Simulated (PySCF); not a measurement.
# Which functional comes closest?

Molecule: Trimethylchlorosilane, C3H9ClSi.

Atom-mapped SMILES (the numbers label the heavy atoms): `[CH3:1][Si:2]([CH3:3])([CH3:4])[Cl:5]`. Hydrogens are named by the atom that carries them.

Geometry PBE0-D3(BJ)/def2-SVP throughout; GIAO in PySCF, gas phase, one conformer, non-relativistic; equivalent atoms averaged; basis pcSseg-1.

Reference values (measured; solution; U. Herzog, Habilitationsschrift, TU Bergakademie Freiberg, 2002/2003): δ(Si2) = 29.8 ppm vs TMS. Computed shifts are taken against TMS, calculated as an isolated molecule at each level.

Task: How do the functionals HF, LDA, PBE, BLYP, BP86, OPBE, KT2, KT3, B97-D, B3LYP, PBE0, mPW1PW91, WP04, B97-2, BHandHLYP, CAM-B3LYP, wB97X-D, LC-wPBE perform against the reference? Times are CPU seconds on shared hosts with different chips, so compare them loosely.

Result: 
```csv
functional,kind,Si2,abs. error Si,core-s
HF,Hartree–Fock,32.2,2.4,5
LDA,LDA,47.6,17.8,12
PBE,GGA,42.2,12.4,15
BLYP,GGA,41.4,11.6,15
BP86,GGA,42.5,12.7,15
OPBE,GGA,38.9,9.1,15
KT2,GGA,40.7,10.9,15
KT3,GGA,37.2,7.4,15
B97-D,GGA,39.3,9.5,14
B3LYP,global hybrid,40.1,10.3,10
PBE0,global hybrid,40.6,10.8,30
mPW1PW91,global hybrid,40.3,10.5,11
WP04,global hybrid,36.9,7.1,12
B97-2,global hybrid,39.0,9.2,12
BHandHLYP,global hybrid,37.7,7.9,11
CAM-B3LYP,range-separated hybrid,40.6,10.8,16
wB97X-D,range-separated hybrid,40.4,10.6,16
LC-wPBE,range-separated hybrid,40.8,11.0,23
```

For 29Si the closest is HF (2.4 ppm) and the furthest LDA (17.8 ppm). One molecule is a small sample, and vibrational and solvent effects are absent from the calculation.
